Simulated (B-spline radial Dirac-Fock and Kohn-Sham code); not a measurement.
# Ni³⁺ 2p1/2: cross section and angular parameters

System: nickel as Ni³⁺, configuration [Ar] 3d7; threshold 928.1 eV (orbital energy of the model). The computed values come from an atomic code on a B-spline grid: Dirac-Hartree-Slater photoionisation with a Latter tail; cross sections with all multipoles, angular parameters from the dipole term and its interference with E2.

For linearly polarised light dσ/dΩ = σ/(4π) [1 + β P₂(cos θ) + (δ + γ cos²θ) sin θ cos φ], with θ from the polarisation vector and φ the angle between the beam and the projection of the electron momentum on the plane normal to the polarisation.

```
hν (eV)  σ (kb)      β       γ      δ
   1000     286  1.050  -0.124  0.007
   1230     168  1.368  -0.011  0.016
 1253.6       ?      ?       ?      ?
   1340     136  1.413   0.058  0.019
 1486.9     103  1.441   0.143  0.022
   1740    67.5  1.452   0.272  0.027
   3410    9.63  1.301   0.800  0.059
   3520    8.75  1.289   0.823  0.062
   4270    4.83  1.214   0.961  0.077
   5370    2.34  1.114   1.112  0.102
 5414.7    2.28  1.110   1.117  0.103
   8160   0.598  0.919   1.357  0.161
  15000  0.0749  0.642   1.658  0.290
```

Question: Give the values at Mg Kα (1253.6 eV).

Answer: σ = 161 kb, β = 1.380, γ = 0.004, δ = 0.016.
